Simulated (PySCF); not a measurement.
H7Ge3 (SMILES [GeH2][GeH2][GeH3]), doublet, geometry from GFN2-xTB; TPSS/STO-3G (PySCF).

Here is a job for PySCF.
```python
from pyscf import gto, scf, dft

mol = gto.M(
    atom='''
Ge    2.139039    0.207335   -0.263198
Ge   -0.036113   -0.839828    0.165020
Ge   -1.982754    0.579661    0.096069
H     1.842622    1.024209   -1.570021
H     2.070660    1.466181    0.671481
H    -0.304535   -2.018041   -0.772258
H    -0.067456   -1.580363    1.502613
H    -3.271043   -0.155363    0.361179
H    -2.174907    1.260594   -1.229952
H    -1.940847    1.693401    1.104449
''',
    basis='sto-3g',
    charge=0,
    spin=1,
    verbose=4,
)

mf = dft.UKS(mol)
mf.xc = 'tpss'
mf.grids.atom_grid = (150, 974)
mf.kernel()
mf.analyze()
```

Predict the main parts of the log of this PySCF run.


```
PySCF version 2.14.0

[INPUT] verbose = 4
[INPUT] num. atoms = 10
[INPUT] num. electrons = 103
[INPUT] charge = 0
[INPUT] spin (= nelec alpha-beta = 2S) = 1
[INPUT] symmetry False subgroup None
[INPUT] Mole.unit = angstrom
[INPUT] Symbol           X                Y                Z      unit          X                Y                Z       unit  Magmom
[...]
nuclear repulsion = 722.255931534173
number of shells = 31
number of NR pGTOs = 183
number of NR cGTOs = 61
basis = sto-3g
ecp = {}

******** <class 'pyscf.dft.uks.UKS'> ********
method = UKS
initial guess = minao
damping factor = 0
level_shift factor = 0
DIIS = <class 'pyscf.scf.diis.CDIIS'>
diis_start_cycle = 1
diis_space = 8
diis_damp = 0
SCF conv_tol = 1e-09
SCF conv_tol_grad = None
SCF max_cycles = 50
direct_scf = True
direct_scf_tol = 1e-13
number electrons alpha = 52  beta = 51
XC library pyscf.dft.libxc version 7.1.2
    S. Lehtola, C. Steigemann, M. J. T. Oliveira, and M. A. L. Marques,  SoftwareX 7, 1–5 (2018)
XC functionals = tpss
    J. Tao, J. P. Perdew, V. N. Staroverov, and G. E. Scuseria,  Phys. Rev. Lett. 91, 146401 (2003)
    J. P. Perdew, J. Tao, V. N. Staroverov, and G. E. Scuseria,  J. Chem. Phys. 120, 6898 (2004)
    J. Tao, J. P. Perdew, V. N. Staroverov, and G. E. Scuseria,  Phys. Rev. Lett. 91, 146401 (2003)
    J. P. Perdew, J. Tao, V. N. Staroverov, and G. E. Scuseria,  J. Chem. Phys. 120, 6898 (2004)
radial grids:
    Treutler-Ahlrichs [JCP 102, 346 (1995); DOI:10.1063/1.469408] (M4) radial grids

becke partition: Becke, JCP 88, 2547 (1988); DOI:10.1063/1.454033
pruning grids: <function nwchem_prune>
grids dens level: 3
symmetrized grids: False
atomic radii adjust function: <function treutler_atomic_radii_adjust>
User specified grid scheme (150, 974)
small_rho_cutoff = 0
Set gradient conv threshold to 3.16228e-05
tot grids = 794040
init E= -6156.11292941462

cycle= 1 E= -6163.00597543258  delta_E= -6.89  |g|= 0.551  |ddm|= 2.48

cycle= 2 E= -6151.04466054994  delta_E=   12  |g|= 6.86  |ddm|= 4.95
cycle= 3 E= -6161.79679200511  delta_E= -10.8  |g|= 1.55  |ddm|= 3.75
cycle= 4 E= -6162.26787853934  delta_E= -0.471  |g|= 1.07  |ddm|= 2.18
cycle= 5 E= -6163.22615866777  delta_E= -0.958  |g|= 0.269  |ddm|= 1.75
cycle= 6 E= -6163.28918971214  delta_E= -0.063  |g|= 0.082  |ddm|= 0.887
cycle= 7 E= -6162.92051313331  delta_E= 0.369  |g|= 0.472  |ddm|= 1.59
cycle= 8 E= -6163.29279667589  delta_E= -0.372  |g|= 0.0653  |ddm|= 1.56
cycle= 9 E= -6163.29529718379  delta_E= -0.0025  |g|= 0.0459  |ddm|= 0.0834
cycle= 10 E= -6163.29833411999  delta_E= -0.00304  |g|= 0.00684  |ddm|= 0.247
cycle= 11 E= -6163.29830583326  delta_E= 2.83e-05  |g|= 0.00793  |ddm|= 0.061
cycle= 12 E= -6163.29832564897  delta_E= -1.98e-05  |g|= 0.00781  |ddm|= 0.0752
cycle= 13 E= -6163.29839817326  delta_E= -7.25e-05  |g|= 0.00245  |ddm|= 0.0232
cycle= 14 E= -6163.29840453932  delta_E= -6.37e-06  |g|= 0.0013  |ddm|= 0.00934
cycle= 15 E= -6163.29840706668  delta_E= -2.53e-06  |g|= 0.000188  |ddm|= 0.0105
cycle= 16 E= -6163.29840706795  delta_E= -1.27e-09  |g|= 0.000212  |ddm|= 0.00211
cycle= 17 E= -6163.2984071285  delta_E= -6.05e-08  |g|= 4.76e-05  |ddm|= 0.000807
cycle= 18 E= -6163.29840713173  delta_E= -3.23e-09  |g|= 7.18e-06  |ddm|= 0.000291
cycle= 19 E= -6163.29840713183  delta_E= -1.04e-10  |g|= 1.36e-06  |ddm|= 7.75e-05
Extra cycle  E= -6163.29840713175  delta_E= 8.55e-11  |g|= 7.24e-06  |ddm|= 3.8e-05
converged SCF energy = -6163.29840713175  <S^2> = 0.75160746  2S+1 = 2.0016068
**** SCF Summaries ****
Total Energy =                       -6163.298407131746899
Nuclear Repulsion Energy =             722.255931534172532
One-electron Energy =               -10078.468178637624078
Two-electron Energy =                 3192.913839971704874
Two-electron Coulomb Energy =         3434.456661816854194
DFT Exchange-Correlation Energy =     -241.542821845149319
**** MO energy ****
                             alpha | beta                alpha | beta
[...]
To work with the spin densities directly, `use mulliken_meta_spin()` only printing them here.

 ** Mulliken spin pop alpha/beta on meta-lowdin orthogonal AOs **
 ** Mulliken Spin Density (per AO)  **
spin_pop of  0 Ge 1s        0.00000
spin_pop of  0 Ge 2s        0.00001
spin_pop of  0 Ge 3s        0.00000
spin_pop of  0 Ge 4s        0.14996
spin_pop of  0 Ge 2px       0.00000
spin_pop of  0 Ge 2py       0.00000
spin_pop of  0 Ge 2pz       0.00000
spin_pop of  0 Ge 3px       0.00032
spin_pop of  0 Ge 3py       0.00013
spin_pop of  0 Ge 3pz      -0.00000
spin_pop of  0 Ge 4px       0.39814
spin_pop of  0 Ge 4py       0.16157
spin_pop of  0 Ge 4pz       0.01587
spin_pop of  0 Ge 3dxy      0.05536
spin_pop of  0 Ge 3dyz      0.00159
spin_pop of  0 Ge 3dz^2     0.00016
spin_pop of  0 Ge 3dxz      0.00122
spin_pop of  0 Ge 3dx2-y2    0.02260
spin_pop of  1 Ge 1s        0.00000
spin_pop of  1 Ge 2s        0.00000
spin_pop of  1 Ge 3s        0.00000
spin_pop of  1 Ge 4s        0.00313
spin_pop of  1 Ge 2px       0.00000
spin_pop of  1 Ge 2py      -0.00000
spin_pop of  1 Ge 2pz      -0.00000
spin_pop of  1 Ge 3px       0.00005
spin_pop of  1 Ge 3py      -0.00000
spin_pop of  1 Ge 3pz       0.00001
spin_pop of  1 Ge 4px       0.03464
spin_pop of  1 Ge 4py      -0.00506
spin_pop of  1 Ge 4pz       0.00155
spin_pop of  1 Ge 3dxy      0.04379
spin_pop of  1 Ge 3dyz      0.00090
spin_pop of  1 Ge 3dz^2     0.00863
spin_pop of  1 Ge 3dxz     -0.00001
spin_pop of  1 Ge 3dx2-y2    0.01830
spin_pop of  2 Ge 1s        0.00000
spin_pop of  2 Ge 2s        0.00000
spin_pop of  2 Ge 3s        0.00000
spin_pop of  2 Ge 4s        0.00729
spin_pop of  2 Ge 2px       0.00000
spin_pop of  2 Ge 2py       0.00000
spin_pop of  2 Ge 2pz       0.00000
spin_pop of  2 Ge 3px       0.00004
spin_pop of  2 Ge 3py       0.00001
spin_pop of  2 Ge 3pz       0.00000
spin_pop of  2 Ge 4px       0.02900
spin_pop of  2 Ge 4py       0.00842
spin_pop of  2 Ge 4pz       0.00120
spin_pop of  2 Ge 3dxy      0.00946
spin_pop of  2 Ge 3dyz     -0.00008
spin_pop of  2 Ge 3dz^2    -0.00009
spin_pop of  2 Ge 3dxz      0.00081
spin_pop of  2 Ge 3dx2-y2    0.00448
spin_pop of  3 H 1s        0.01372
spin_pop of  4 H 1s        0.01359
spin_pop of  5 H 1s       -0.00240
spin_pop of  6 H 1s       -0.00239
spin_pop of  7 H 1s        0.00584
spin_pop of  8 H 1s       -0.00089
spin_pop of  9 H 1s       -0.00087
 ** Mulliken Spin Density (per atom)  **
spin density of  0 Ge =      0.80694
spin density of  1 Ge =      0.10592
spin density of  2 Ge =      0.06054
spin density of  3 H =      0.01372
spin density of  4 H =      0.01359
spin density of  5 H =     -0.00240
spin density of  6 H =     -0.00239
spin density of  7 H =      0.00584
spin density of  8 H =     -0.00089
spin density of  9 H =     -0.00087
 ** Mulliken pop alpha/beta on meta-lowdin orthogonal AOs **
 ** Mulliken pop       alpha | beta **
In total            52.00000 | 51.00000
 ** Mulliken atomic charges   ( Nelec_alpha | Nelec_beta ) **
charge of  0Ge =      0.16317  (    16.32189     15.51495 )
charge of  1Ge =      0.17167  (    15.96713     15.86121 )
charge of  2Ge =      0.25374  (    15.90340     15.84286 )
charge of  3H =     -0.09417  (     0.55394      0.54023 )
charge of  4H =     -0.09427  (     0.55393      0.54034 )
charge of  5H =     -0.08230  (     0.53995      0.54235 )
charge of  6H =     -0.08233  (     0.53997      0.54236 )
charge of  7H =     -0.07659  (     0.54122      0.53537 )
charge of  8H =     -0.07947  (     0.53929      0.54018 )
charge of  9H =     -0.07945  (     0.53929      0.54016 )
Dipole moment(X, Y, Z, Debye): -0.19233, -0.22367,  0.06505
```
